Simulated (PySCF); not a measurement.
Molecule: SMILES F[S@OH5](F)(F)(F)(F)F, F6S.

Cartesian coordinates in Å; atom numbers follow the order of the lines, from 1:
```xyz
7

F     0.748    0.890   -0.956
S     0.001    0.002    0.117
F    -1.054   -0.431   -0.978
F    -0.909    1.236    0.504
F     0.910   -1.232   -0.270
F    -0.748   -0.886    1.189
F     1.054    0.435    1.213
```

Geometry PBE0-D3(BJ)/def2-SVP throughout; GIAO in PySCF 2.14.0 with density-fitted response routines, gas phase, one conformer, non-relativistic; equivalent atoms averaged; functional PBE0.

Question: How do the shifts δ (against CFCl3, CS2 at the same level) depend on the basis set? (ppm; last column core-seconds on shared hosts with different chips, so compare them loosely)

Answer: 
| basis set | functions | F4/F5 | F6 | F1 | F7 | F3 | S2 | core-s |
| --- | --- | --- | --- | --- | --- | --- | --- | --- |
| STO-3G | 39 | -38.0 | -38.0 | -38.1 | -38.1 | -38.2 | 10.1 | 2 |
| pcSseg-0 | 67 | 95.8 | 95.8 | 95.7 | 95.7 | 95.7 | 327.9 | 2.7 |
| 6-31G | 67 | 123.9 | 123.9 | 123.8 | 123.8 | 123.7 | 230.6 | 4 |
| cc-pVDZ | 102 | 85.7 | 85.7 | 85.7 | 85.7 | 85.6 | 190.9 | 5.7 |
| def2-SVP | 102 | 91.3 | 91.3 | 91.3 | 91.3 | 91.2 | 226.7 | 5 |
| 6-31G* | 102 | 85.7 | 85.7 | 85.7 | 85.7 | 85.6 | 202.9 | 6.1 |
| pcSseg-1 | 126 | 87.3 | 87.3 | 87.2 | 87.2 | 87.2 | 195.4 | 8.7 |
| aug-cc-pVDZ | 165 | 87.4 | 87.4 | 87.3 | 87.3 | 87.3 | 219.4 | 11 |
| 6-311+G(2d,p) | 197 | 89.8 | 89.8 | 89.7 | 89.7 | 89.6 | 215.4 | 15 |
| cc-pVTZ | 214 | 86.2 | 86.2 | 86.1 | 86.1 | 86.1 | 200.4 | 16 |
| def2-TZVP | 223 | 88.4 | 88.4 | 88.3 | 88.3 | 88.3 | 225.6 | 17 |
| IGLO-III | 254 | 93.1 | 93.0 | 93.0 | 93.0 | 92.9 | 222.3 | 19 |
| pcSseg-2 | 259 | 86.5 | 86.5 | 86.4 | 86.4 | 86.3 | 216.3 | 19 |

Question: Which nucleus moves most, in ppm?

Answer: S2 (sulfur bonded to 6 F): from 10.1 ppm with STO-3G to 327.9 ppm with pcSseg-0. The smallest spread is 161.8 ppm, at F4/F5.

Question: Taking the largest basis, pcSseg-2 (259 functions), as the yardstick, rank the others by their worst heavy-atom deviation.

Answer: aug-cc-pVDZ 3.1 ppm (165 functions), 6-311+G(2d,p) 3.3 ppm (197 functions), IGLO-III 6.6 ppm (254 functions), def2-TZVP 9.3 ppm (223 functions), def2-SVP 10.4 ppm (102 functions), 6-31G* 13.5 ppm (102 functions), cc-pVTZ 15.9 ppm (214 functions), pcSseg-1 21.0 ppm (126 functions), cc-pVDZ 25.4 ppm (102 functions), 6-31G 37.4 ppm (67 functions), pcSseg-0 111.5 ppm (67 functions), STO-3G 206.2 ppm (39 functions).

A small basis that lands close on one nucleus may do so by chance; judge by the trend and by all nuclei.
